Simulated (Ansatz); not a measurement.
Geometry optimisation, UHF/def2-SVP (Ansatz).

Input:

```yaml
crystal:
  periodic: [false, false, false]
  atoms:
    - { symbol: B, position_ang: [-0.709306, -1.319934, 0.631746] }
    - { symbol: O, position_ang: [1.253181, -0.011589, -0.855956] }
    - { symbol: F, position_ang: [-1.120604, -1.944093, -0.424294] }
    - { symbol: F, position_ang: [0.096513, -1.868209, 1.479613] }
    - { symbol: H, position_ang: [-0.618682, 1.946485, 0.576512] }
    - { symbol: F, position_ang: [-1.242896, -0.109864, 0.924046] }
    - { symbol: H, position_ang: [1.197819, 0.929011, -0.69955] }
    - { symbol: F, position_ang: [-0.044848, 2.497166, 0.160602] }
    - { symbol: H, position_ang: [1.188722, -0.118874, -1.792918] }
magnetization:
  spin_polarized: true
basis:
  gaussian: { orbitals: def2-SVP }
hamiltonian:
  xc: hf
relax:
  f_tol: 0.03
  max_steps: 50
```

Command:

```bash
$ ansatz run input.yaml --threads 2 --pin off --max-ram 3072MiB --backend cpu --events-out ev --progress --plain --runs-dir out
```

Task: Where does it end, and by what steps?

Result: The run converged. After 10 steps the energy has fallen by 0.375 eV; B1 moved furthest, 0.58 Å. Joined: B1–O2.

```csv
step,energy less start (eV),largest force component (eV/Å),accepted
0,0.0000,1.629,yes
1,-0.0740,1.005,yes
2,-0.1510,1.294,yes
3,-0.2423,0.477,yes
4,-0.3131,0.529,yes
5,-0.3392,1.196,yes
6,-0.3716,0.317,yes
7,-0.3728,0.138,yes
8,-0.3647,0.503,no
9,-0.3752,0.037,yes
10,-0.3755,0.028,yes
```

```xyz
9
Properties=species:S:1:pos:R:3
B -0.335 -0.994 0.323
O 0.867 -0.188 -0.543
F -0.892 -1.749 -0.633
F 0.318 -1.632 1.288
H -0.615 1.859 0.573
F -1.112 0.042 0.755
H 0.852 0.765 -0.442
F 0.057 2.306 0.147
H 0.860 -0.409 -1.467
```

Time of the run: 11 s on 2 threads of Intel(R) Xeon(R) 6975P-C (Granite Rapids) (shared host), peak memory 0.26 GiB.
